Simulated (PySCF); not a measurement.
**Worked example: oscillator strength and radiative lifetime**

C₂H₈FNSi₂, SMILES N[Si@@H](C=C)[SiH2]F.

Coordinates come from a B3LYP-D3(BJ)/def2-SVP optimisation. The structure was generated by enumeration; whether it is a known compound was not checked. The values are those of a single conformer.

TDDFT-LC-ωPBE/def2-SVPD in PySCF 2.14.0 puts the first singlet state with f over 0.02 at 6.50 eV (vertical), with the transition dipole (-1.121, -0.445, -0.168) in atomic units.

Find the oscillator strength, the wavelength and the radiative lifetime that this transition would have in vacuum if emission retraced absorption.


|μ|² = 1.4829 au, so |μ| = 3.10 D. ΔE = 6.50/27.211 = 0.2389 hartree. f = (2/3) ΔE |μ|² = 0.236 (the program prints 0.236).
λ = 1239.84/6.50 = 191 nm; ν = 52426 cm⁻¹.
Einstein's coefficient A = 0.6670 ν² f s⁻¹ (ν in cm⁻¹) = 4.3e8 s⁻¹, so τ = 1/A = 2.3 ns. This state is S2; the lower singlet has f = 0.001. The figure is the radiative limit of this one transition; relaxation, internal conversion, crossing to triplets and a medium change what is measured.
